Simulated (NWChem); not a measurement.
# HS₂, doublet; SMILES [S]S

Computed with NWChem. Spin-unrestricted. In the optimisation the excess spin sits in a" (Cs, its own frame). No stability test was run on the SCF state. The level has its own optimisation; frequencies are unscaled.

### Question
What does the run give for UHF/pcseg-2? Quantities: r S–S (Å); r H–S (Å); highest harmonic frequency (cm⁻¹); lowest (cm⁻¹); zero-point energy (kcal/mol); dipole (D).

### Answer
* **r S–S (Å)**: 1.985
* **r H–S (Å)**: 1.330
* **highest harmonic frequency (cm⁻¹)**: 2818
* **lowest (cm⁻¹)**: 588
* **zero-point energy (kcal/mol)**: 6.3
* **dipole (D)**: 1.34
